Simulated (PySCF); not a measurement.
CH₄Cl₂SSi, SMILES C[Si](S)(Cl)Cl.

The structure is a stationary point at PBE0-D3(BJ)/def2-SVP. One conformer was computed; it need not be the lowest.

Calculation: PBE0-D3(BJ)/def2-SVP (PySCF).

Frequencies are harmonic and unscaled.

Task: List the normal modes with their intensities. (Estimate from the structure and the level; the computed values follow.)

Result: 
| mode | ν (cm⁻¹) | IR (km/mol) | moving atoms (share of kinetic energy) |
|---|---|---|---|
| 1 | 117 | 7.3 | H 41 %, Cl 33 %, C 14 %, S 11 % |
| 2 | 145 | 0.7 | Cl 46 %, S 29 %, C 13 %, H 9 % |
| 3 | 170 | 0.2 | H 98 % |
| 4 | 194 | 11.2 | H 63 %, Cl 16 %, S 10 %, C 10 % |
| 5 | 206 | 5.1 | Cl 38 %, H 24 %, C 18 %, Si 13 % |
| 6 | 211 | 4.6 | Cl 30 %, C 20 %, H 20 %, S 17 %, Si 13 % |
| 7 | 219 | 13.3 | Cl 33 %, S 25 %, Si 23 %, C 13 % |
| 8 | 440 | 16.1 | Cl 42 %, S 26 %, C 15 %, Si 11 % |
| 9 | 573 | 103.6 | Si 55 %, Cl 17 %, S 16 %, H 11 % |
| 10 | 582 | 121.9 | Si 52 %, Cl 36 %, H 9 % |
| 11 | 721 | 26.9 | H 69 %, C 15 %, Si 11 % |
| 12 | 768 | 68.0 | H 35 %, Si 34 %, C 27 % |
| 13 | 809 | 87.6 | H 70 %, C 20 %, Si 9 % |
| 14 | 818 | 75.8 | H 67 %, C 16 %, Si 14 % |
| 15 | 1268 | 27.6 | H 77 %, C 22 % |
| 16 | 1418 | 4.0 | H 96 % |
| 17 | 1419 | 6.3 | H 96 % |
| 18 | 2706 | 0.4 | H 97 % |
| 19 | 3064 | 0.1 | H 97 % |
| 20 | 3175 | 0.1 | H 91 %, C 9 % |
| 21 | 3183 | 0.0 | H 90 %, C 10 % |
